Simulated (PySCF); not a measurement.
Geometry (Å), atoms numbered from 1 in this order:
```xyz
18

C    -2.384   -0.473    0.027
C    -2.043    0.845    0.301
C    -0.784    1.423    0.359
C     0.448    0.829    0.158
C     1.688    1.466    0.228
C     2.688    0.534   -0.034
C     2.114   -0.710   -0.276
C     0.726   -0.594   -0.172
C    -0.188   -1.615   -0.346
C    -1.572   -1.562   -0.258
H    -3.447   -0.685    0.039
H    -2.875    1.511    0.495
H    -0.755    2.482    0.593
H     1.839    2.508    0.448
H     3.744    0.743   -0.047
H     2.645   -1.616   -0.505
H     0.237   -2.584   -0.584
H    -2.090   -2.496   -0.436
```

Calculated, not measured (PySCF 2.14): GIAO PBE0/pcSseg-1 shieldings, GFN2-xTB geometry. A single conformation, gas phase, non-relativistic.

Chemical shifts δ = σref − σ; 13C, 1H against TMS, all at this level.

| atoms | nucleus | count | δ (ppm) |
| --- | --- | --- | --- |
| C4 | 13C | 1 | 144.1 |
| H18 | 1H | 1 | 7.58 |
| H16 | 1H | 1 | 7.77 |
| C8 | 13C | 1 | 144.2 |
| H11 | 1H | 1 | ? |
| C9 | 13C | 1 | ? |
| C1 | 13C | 1 | 144.8 |
| C2 | 13C | 1 | 127.4 |
| H12 | 1H | 1 | ? |
| C5 | 13C | 1 | ? |
| H15 | 1H | 1 | 8.36 |
| C7 | 13C | 1 | 123.0 |
| H13 | 1H | 1 | ? |
| C3 | 13C | 1 | 144.2 |
| C6 | 13C | 1 | 143.6 |
| H17 | 1H | 1 | 8.75 |
| C10 | 13C | 1 | 127.5 |
| H14 | 1H | 1 | ? |

Question: Estimate the values marked ?.

Answer: 
- C9: 144.2 ppm, aromatic CH
- C5: 122.9 ppm, aromatic CH
- H13: 8.75 ppm, hydrogen on an aromatic CH; the ring current deshields protons in the ring plane
- H11: 8.14 ppm, hydrogen on an aromatic CH; ring-current deshielding
- H14: 7.77 ppm, hydrogen on an aromatic CH; ring-current deshielding
- H12: 7.58 ppm, hydrogen on an aromatic CH; ring-current deshielding

Shifts are as computed. Against solution values, carbons near 30 ppm lie about +3 ppm off and those near 130 ppm about +5 ppm. Of 1211 compounds with measured shifts, 218 miss one by over three times the rms of a fit or turn the order of signals round; such compounds aren't used in these exercises.
